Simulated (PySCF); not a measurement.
H₈O₂SSi₃.
Atom-mapped SMILES: `[SiH3:1][O:2][SiH2:3][O:4][SiH2:5][SH:6]` (hydrogens: H7, H8, H9 on Si1; H10, H11 on Si3; H12, H13 on Si5; H14 on S6)

Cartesian coordinates in Å at the GFN2-xTB level; atoms count from 1:
```
atom  x, y, z in Å
Si1   -2.1715    0.8753   -0.2898
O2    -1.5275   -0.1424    0.8027
Si3   -0.3001   -0.9578    1.4509
O4     1.1098   -0.4502    0.8192
Si5    1.9150    0.4399   -0.2569
S6     2.0119   -0.6182   -2.1192
H7    -1.6835    0.5168   -1.6200
H8    -1.7597    2.2312    0.0782
H9    -3.6064    0.6612   -0.1323
H10   -0.2393   -0.6130    2.8602
H11   -0.4402   -2.3557    1.0738
H12    3.2445    0.5494    0.3227
H13    1.2358    1.6832   -0.5735
H14    2.2106   -1.8201   -1.5980
```

Method used: PySCF, TDDFT CAM-B3LYP/def2-SVPD, vertical, gas phase, core orbitals frozen in the response.

Broadening: Gaussians 0.5 eV wide at half height, area fixed by f = 4.319×10⁻⁹ ∫ε dν̃. The cross-section is σ = 3.8235×10⁻²¹ ε cm², given in Mb (10⁻¹⁸ cm²). The width is an assumption, not a result. The curve ends short of the highest state used, and states not computed would add to its high-energy end.

```csv
λ (nm),σ (Mb)
172.4,2.94
173.4,3.04
174.5,3.50
175.5,4.23
176.5,5.22
177.6,6.55
178.6,7.88
179.6,9.26
180.7,10.69
181.7,11.82
182.7,12.70
183.8,13.29
184.8,13.47
185.8,13.29
186.8,12.80
187.9,11.95
188.9,10.99
189.9,9.92
191.0,8.72
192.0,7.67
193.0,6.71
194.1,5.80
195.1,5.12
196.1,4.56
197.2,4.09
198.2,3.75
199.2,3.49
200.3,3.25
201.3,3.06
202.3,2.87
203.4,2.66
204.4,2.46
205.4,2.25
206.5,2.00
207.5,1.78
208.5,1.56
209.5,1.34
210.6,1.12
211.6,0.94
212.6,0.77
213.7,0.61
214.7,0.49
215.7,0.39
216.8,0.29
217.8,0.22
218.8,0.17
219.9,0.12
220.9,0.09
221.9,0.07
223.0,0.05
224.0,0.03
225.0,0.02
226.1,0.02
227.1,0.01
228.1,0.01
229.2,0.00
```

Question: Locate the maxima and give the states behind the curve.

Answer: 185 nm (6.71 eV), ε about 3500, made up of S2 (77%) and S3 (22%) (ε in L mol⁻¹ cm⁻¹; maxima over ε = 5, shares over 10%). At its high-energy end, 7.19 eV, the curve is still rising (ε about 770, from S2, S3, S4, S5 and S7). The states used: S1 6.16 eV (f 0.012); S2 6.69 eV (f 0.051); S3 6.81 eV (f 0.016); S4 7.45 eV (f 0.0080); S5 7.60 eV (f 0.015); S6 7.66 eV (f 0.0026); S7 7.70 eV (f 0.029); S8 7.79 eV (f 0.0098).

Question: What would ε be at 6.71 eV, the highest of these maxima, with half the width (0.25 eV)?

Answer: About 6490 L mol⁻¹ cm⁻¹ against 3520, a factor of about 1.8; a lone state at its own centre would give exactly 2.

Question: On this curve, what absorbance would a 10⁻³ mol/L sample give at 193 nm over a 1 cm path?

Answer: 193 nm is 6.424 eV, where ε is about 1800 L mol⁻¹ cm⁻¹, so A = ε c l ≈ 1.8 (Beer–Lambert, with the gas-phase spectrum and the assumed width).

Question: Coming from long wavelengths, where does ε first pass 100 L mol⁻¹ cm⁻¹?

Answer: At about 216 nm (5.75 eV), 0.41 eV below S1.

One conformer stands for the species.
